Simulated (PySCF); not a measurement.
## SMILES COc1cccc(C=O)c1, C₈H₈O₂

Molfile (atoms numbered from 1):
```
C8H8O2
     RDKit          3D

 18 18  0  0  0  0  0  0  0  0999 V2000
    2.5072   -1.2774   -0.1643 C   0  0  0  0  0  0  0  0  0  0  0  0
    2.0563    0.0466   -0.0972 O   0  0  0  0  0  0  0  0  0  0  0  0
    0.7329    0.2858   -0.1713 C   0  0  0  0  0  0  0  0  0  0  0  0
    0.3387    1.6304   -0.0967 C   0  0  0  0  0  0  0  0  0  0  0  0
   -1.0059    1.9784   -0.1647 C   0  0  0  0  0  0  0  0  0  0  0  0
   -1.9841    0.9973   -0.3083 C   0  0  0  0  0  0  0  0  0  0  0  0
   -1.5945   -0.3414   -0.3824 C   0  0  0  0  0  0  0  0  0  0  0  0
   -2.6170   -1.4006   -0.5349 C   0  0  0  0  0  0  0  0  0  0  0  0
   -3.8036   -1.2038   -0.6031 O   0  0  0  0  0  0  0  0  0  0  0  0
   -0.2429   -0.7036   -0.3151 C   0  0  0  0  0  0  0  0  0  0  0  0
    3.6007   -1.2423   -0.0841 H   0  0  0  0  0  0  0  0  0  0  0  0
    2.2350   -1.7550   -1.1219 H   0  0  0  0  0  0  0  0  0  0  0  0
    2.1082   -1.8888    0.6639 H   0  0  0  0  0  0  0  0  0  0  0  0
    1.1181    2.3864    0.0155 H   0  0  0  0  0  0  0  0  0  0  0  0
   -1.2896    3.0315   -0.1044 H   0  0  0  0  0  0  0  0  0  0  0  0
   -3.0470    1.2382   -0.3647 H   0  0  0  0  0  0  0  0  0  0  0  0
   -2.2009   -2.4410   -0.5845 H   0  0  0  0  0  0  0  0  0  0  0  0
    0.0236   -1.7605   -0.3770 H   0  0  0  0  0  0  0  0  0  0  0  0
  1  2  1  0
  2  3  1  0
  3  4  1  0
  4  5  2  0
  5  6  1  0
  6  7  2  0
  7  8  1  0
  8  9  2  0
  7 10  1  0
 10  3  2  0
  1 11  1  0
  1 12  1  0
  1 13  1  0
  4 14  1  0
  5 15  1  0
  6 16  1  0
  8 17  1  0
 10 18  1  0
M  END
```

Method: quadratic response CAM-B3LYP/aug-cc-pVDZ first hyperpolarisability, Taylor convention, gas phase (PySCF). Geometry: PBE0-D3(BJ)/def2-SVP.

(1) Give the tensor of the second harmonic β(−2ω;ω,ω) at 1907 nm in the axes of these coordinates.

Answers

(1) In au, Taylor convention; rows are the first index (the induced dipole):
|  | xx | yy | zz | xy | xz | yz |
| --- | --- | --- | --- | --- | --- | --- |
| x | +262.9 | +97.8 | -6.1 | +62.4 | +24.4 | +12.0 |
| y | +60.5 | +138.2 | +9.2 | +105.2 | +12.4 | +16.8 |
| z | +24.2 | +16.2 | +0.1 | +12.5 | -6.1 | +9.9 |

Norm of βᵢ = ⅓ Σⱼ (βᵢⱼⱼ + βⱼᵢⱼ + βⱼⱼᵢ): 418.2 au, hyper-Rayleigh value 161.4 au.
